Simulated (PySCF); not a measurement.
Species: C7H14N2.
Structure used (GFN2-xTB), in Å, numbered top down from 1:
```xyz
23
C7H14N2 angstrom
C     -3.7426   -0.2427    0.1585
N     -2.3620   -0.5898   -0.0783
N     -1.4842    0.3898    0.2107
C     -0.2546    0.2052    0.4558
C      0.5081   -1.0941    0.5400
C      1.6323   -1.0904   -0.5001
C      2.5358    0.1236   -0.3073
C      1.7260    1.4122   -0.4125
C      0.6051    1.4227    0.6301
H     -4.3786   -0.9176   -0.4135
H     -4.0250   -0.2974    1.2177
H     -3.8918    0.7772   -0.1891
H     -2.1197   -1.5412    0.1959
H     -0.1387   -1.9587    0.3749
H      0.9446   -1.1832    1.5401
H      2.2155   -2.0109   -0.4159
H      1.1928   -1.0606   -1.5002
H      3.3267    0.1177   -1.0607
H      3.0097    0.0707    0.6765
H      1.2843    1.4840   -1.4088
H      2.3753    2.2781   -0.2674
H      1.0465    1.4168    1.6310
H     -0.0103    2.3157    0.5263
```

Probes without a nucleus sit at each ring's centroid and 1 Å off its mean plane on both sides; NICS is minus the shielding there, NICSzz its component along the normal. Level: GIAO PBE0/pcSseg-1 (PySCF, non-relativistic, gas phase) on the GFN2-xTB geometry, one conformer.

Ring bond lengths (Å), with Mayer bond orders in brackets: C4–C5 1.509 (0.98), C5–C6 1.531 (1.02), C6–C7 1.526 (1.04), C7–C8 1.526 (1.04), C8–C9 1.531 (1.02), C9–C4 1.501 (1.02).

Problem. What do the NICS probes read (ppm)?

Solution. 
```csv
ring,type,NICS(0),"NICS(1), two faces","NICS(1)zz, two faces",rms pucker (Å),"centre to ring atoms, mean (Å)"
C4–C5–C6–C7–C8–C9,6-membered carbocycle; formal bonds all single,-1.7,-1.5 / -2.8,3.8 / 1.8,0.24,1.46
```

Problem. What do they say, and how far can they be read as aromaticity?

Solution. 
- C4–C5–C6–C7–C8–C9: mean NICS(1)zz 2.8 ppm, near zero. C5, C6, C7, C8, C9 have four or more neighbours, so the value isn't read as a sign of a π ring current.

Problem. List the ring angles and the Hirshfeld charges of the ring atoms.

Solution. 
- C4–C5–C6–C7–C8–C9: C4 113.7° (+0.047 e), C5 109.3° (-0.076 e), C6 110.5° (-0.066 e), C7 110.4° (-0.069 e), C8 110.3° (-0.068 e), C9 109.6° (-0.079 e); sum 663.9° against 720° for a flat convex ring.
